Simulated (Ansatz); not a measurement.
Born–Oppenheimer molecular dynamics of Cl$_{2}$F$_{2}$H$_{5}$HfNSi (12 atoms, charge 0, multiplicity 1). It starts at the highest image of a converged band. Of that band: Neighbouring images differ by up to 1.9 eV, so the band resolves the path poorly. A vibrational analysis at the climbing image gives one clearly imaginary mode, 771i cm⁻¹: a first-order saddle point.

Theory: RHF/def2-SVP in Ansatz.

```yaml
ensemble: NVE (velocity Verlet)
time_step: 0.5 fs
steps_asked: 200
starting_velocities_drawn_for: 300 K
seed: 2718
```

First frame:

```xyz
12
Properties=species:S:1:pos:R:3
Hf 0.270 0.262 -0.125
Cl 1.116 0.162 2.634
Cl 1.750 -1.529 -0.667
F -0.254 0.856 -1.857
F -1.460 -0.105 0.591
N 1.242 2.069 0.513
H 2.204 2.133 0.198
Si 0.527 3.682 0.646
H 0.713 4.446 -0.606
H -0.913 3.478 0.910
H 1.145 4.426 1.765
H 1.343 1.315 1.857
```

(1) How far do the bonds stretch over the last three quarters of this one trajectory? (Pairs bonded in most of those frames.)

## Answers

(1) 
| bond | mean (Å) | spread (Å) | shortest | longest |
| --- | --- | --- | --- | --- |
| Hf1–Cl2 | 3.070 | 0.128 | 2.90 | 3.33 |
| Hf1–Cl3 | 2.409 | 0.026 | 2.36 | 2.44 |
| Hf1–F4 | 1.902 | 0.005 | 1.89 | 1.91 |
| Hf1–F5 | 1.934 | 0.021 | 1.90 | 1.96 |
| Hf1–N6 | 2.061 | 0.036 | 2.01 | 2.12 |
| Hf1–Si8 | 3.406 | 0.024 | 3.38 | 3.46 |
| Cl2–H12 | 1.289 | 0.028 | 1.24 | 1.36 |
| N6–H7 | 1.013 | 0.019 | 0.98 | 1.04 |
| N6–Si8 | 1.748 | 0.027 | 1.71 | 1.79 |
| Si8–H9 | 1.481 | 0.011 | 1.46 | 1.50 |
| Si8–H10 | 1.490 | 0.051 | 1.41 | 1.56 |
| Si8–H11 | 1.487 | 0.017 | 1.46 | 1.51 |

Pairs bonded in part of these frames only: Hf1–H7 16 %.

Mean temperature of the second half: 303 K. The conserved energy stayed within 0.13 meV per atom of its start (net change 0.031 meV per atom), so the integration is sound. A run of 0.1 ps of so small a system gives no equilibrium averages. The orbitals stay closed-shell, which can raise the energy where a bond breaks towards radicals; this wasn't checked here.

The run took 8.6 min on 4 threads of Intel(R) Xeon(R) Platinum 8488C (Sapphire Rapids) (shared host), peak memory 0.49 GiB.
